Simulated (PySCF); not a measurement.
**Stretching GeC⁻**

Set-up: PySCF, scalar-relativistic core potentials, basis sets Ge aug-cc-pVDZ-PP with ECP10, C aug-cc-pVDZ. Energies in eV from Ge + C⁻ in their ground configurations at the same level. State: ²Σ⁺ (doublet), unpaired electrons σ ↑.

Curves on a restricted Hartree–Fock reference rise too fast on stretching and do not dissociate correctly.

```tsv
R (Å)	ROHF-MP2	PBE0
1.511	-3.016	-3.011
1.581	-3.857	-3.756
1.652	-4.366	-4.167
1.704	-4.586	-4.312
1.757	-4.701	-4.352
1.810	-4.734	-4.314
1.880	-4.682	-4.177
1.968	-4.508	-3.931
2.073	-4.198	-3.594
2.214	-3.695	-3.150
```

Question: Put a parabola through the three lowest points of the ROHF-MP2 curve and estimate Re, k and ωe (reduced mass 10.32 u; 1 eV/Å² = 0.16022 mdyn/Å; ωe = 1302.8·√(k/μ) cm⁻¹).

Answer: Through R = 1.757, 1.81, 1.88 Å the second-order coefficient is 11.1 eV/Å², so Re ≈ 1.812 Å, k ≈ 3.56 mdyn/Å and ωe ≈ 765 cm⁻¹. A polynomial fit of higher order to the unrounded ROHF-MP2 energies gives Re = 1.808 Å, k = 3.67 mdyn/Å, ωe = 776 cm⁻¹; anharmonicity and rounding make the difference.

The higher-order fit for each curve: ROHF-MP2: Re = 1.808 Å, ωe = 776 cm⁻¹, De = 4.73 eV; PBE0: Re = 1.755 Å, ωe = 869 cm⁻¹, De = 4.35 eV.

Correlated steps freeze 5 core orbitals. Correlated levels converge slowly with the basis: in double zeta they bind strong bonds too weakly, by up to about 1 eV, and carry superposition errors of some tenths. ⟨S²⟩ of the unrestricted solution departs from its pure value on part of the curve, where spin states mix. Spin–orbit coupling is left out. For an ion De counts to the pair picked by the measured ionisation energies or electron affinities, which need not be the lowest pair at this level. The state is the lowest determinant that a PBE0 search found; another state may lie lower at other levels.
